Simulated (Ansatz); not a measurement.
Relaxation of AlF$_{2}$H$_{4}$NO (9 atoms, charge 0, multiplicity 1), to a largest force component of 0.03 eV/Å in at most 50 steps.

The calculation used Ansatz 0.2.0, RKS r2SCAN-D4/def2-SVP.

```xyz
9
Properties=species:S:1:pos:R:3:forces:R:3
Al 0.089 -0.237 0.176 -0.07 0.67 1.85
N 0.036 -0.127 2.036 -0.03 -0.01 -1.72
H -0.763 -0.497 2.545 0.03 0.00 0.00
H 0.881 -0.252 2.586 0.04 -0.02 0.04
F 1.533 -0.312 -0.627 -0.01 0.03 0.00
F -1.340 -0.453 -0.628 -0.07 0.02 -0.05
O -0.397 2.619 0.773 0.19 -0.98 0.31
H -1.353 2.680 0.646 -0.03 0.01 0.00
H -0.313 2.056 1.583 -0.04 0.27 -0.44
```

Q: Where does it end, and by what steps?

A: The forces met the threshold. After 8 steps the energy has fallen by 0.918 eV; O7 moved furthest, 0.57 Å. Joined: Al1–O7 (2.96 → 1.96 Å).

| step | energy less start (eV) | largest force component (eV/Å) | accepted |
| --- | --- | --- | --- |
| 0 | 0.0000 | 1.851 | yes |
| 1 | -0.2526 | 1.020 | yes |
| 2 | -0.5434 | 1.401 | yes |
| 3 | -0.8220 | 1.062 | yes |
| 4 | -0.8940 | 0.470 | yes |
| 5 | -0.9150 | 0.212 | yes |
| 6 | -0.9176 | 0.070 | yes |
| 7 | -0.9180 | 0.042 | yes |
| 8 | -0.9184 | 0.014 | yes |

```xyz
9
Properties=species:S:1:pos:R:3
Al -0.010 0.169 0.299
N 0.018 -0.050 2.105
H -0.722 -0.581 2.562
H 0.888 -0.272 2.586
F 1.416 0.031 -0.550
F -1.445 -0.199 -0.478
O -0.287 2.082 0.626
H -1.138 2.450 0.344
H -0.346 1.847 1.595
```

The run took 13 s on 4 threads of Arm Neoverse V2, with other jobs on the host, peak memory 0.17 GiB.
